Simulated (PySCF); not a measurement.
# Polarisability and C₆ of Mn (manganese, neutral)

[Ar] 3d5 4s2, high-spin 6S determinant. All numbers are calculated (PySCF 2.14, the non-relativistic Hamiltonian (point nucleus), in dyall-av2z (16s12p7d2f, 101 functions)). Coupled (time-dependent) response in atomic units; α is the mean over directions. A double-zeta set is small for polarisabilities.

```tsv
method	mean α (bohr³)	C₆ (like pair)	S(−4)
UHF	106.1	1058	16020
PBE	74.62	701.0	3524
PBE0	79.13	761.2	3990
```

S(−4) is the Cauchy moment in α(ω) = α(0) + S(−4) ω² + …

Reference α: 68 ± 9 bohr³ (recommended; Schwerdtfeger and Nagle, table of static dipole polarizabilities (2023 update)). Published C₆: 552.0 (Chu and Dalgarno (2004); Tang, Norbeck and Certain (1976)).

Hartree-Fock lies above the reference because it lacks correlation, which contracts the outer shell.

α(iu) at PBE0:

```json
{"u (hartree)": "0", "α(iu) (bohr³)": "79.13"}
{"u (hartree)": "0.0500", "α(iu) (bohr³)": "70.69"}
{"u (hartree)": "0.100", "α(iu) (bohr³)": "55.04"}
{"u (hartree)": "0.200", "α(iu) (bohr³)": "31.22"}
{"u (hartree)": "0.300", "α(iu) (bohr³)": "19.24"}
{"u (hartree)": "0.500", "α(iu) (bohr³)": "9.674"}
{"u (hartree)": "0.750", "α(iu) (bohr³)": "5.612"}
{"u (hartree)": "1.00", "α(iu) (bohr³)": "3.864"}
{"u (hartree)": "1.50", "α(iu) (bohr³)": "2.290"}
{"u (hartree)": "2.00", "α(iu) (bohr³)": "1.560"}
{"u (hartree)": "3.00", "α(iu) (bohr³)": "0.8840"}
{"u (hartree)": "5.00", "α(iu) (bohr³)": "0.4117"}
```

A single London oscillator, α(iu) = α/(1 + u²/ω²), gives C₆ = (3/4) ω α². Matching the computed C₆ needs ω = 4 × 761.2 / (3 × 79.13²) = 0.162 hartree.
